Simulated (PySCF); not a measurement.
C2H5F2Sb, SMILES [F][Sb]([F])[CH2]C. Geometry optimised at PBE0-D3(BJ)/def2-SVP. The structure was generated by enumeration; whether it is a known compound was not checked. The def2 effective core potentials stand for the cores of Sb; spin–orbit coupling is left out. One conformer was computed; it need not be the lowest.

Computed equilibrium geometry at PBE0-D3(BJ)/def2-SVP (PySCF confirms it by a frequency run) as bond lengths and angles, and its point group (one conformer of several):
point group Cs.
Atoms: Sb1 F2 F3 C4 C5 H6 H7 H8 H9 H10. Bonds (Å): Sb1–F2 1.939, Sb1–F3 1.939, Sb1–C4 2.159, C4–C5 1.520, C4–H6 1.104, C4–H7 1.104, C5–H8 1.100, C5–H9 1.100, C5–H10 1.101. Angles (°): F2–Sb1–F3 95.2, F2–Sb1–C4 92.5, F3–Sb1–C4 92.5, Sb1–C4–C5 111.4, Sb1–C4–H6 106.7, Sb1–C4–H7 106.7, C5–C4–H6 112.4, C5–C4–H7 112.4, H6–C4–H7 106.9, C4–C5–H8 110.7, C4–C5–H9 110.7, C4–C5–H10 111.2, H8–C5–H9 107.4, H8–C5–H10 108.3, H9–C5–H10 108.3.
Charge 0, spin multiplicity 1.
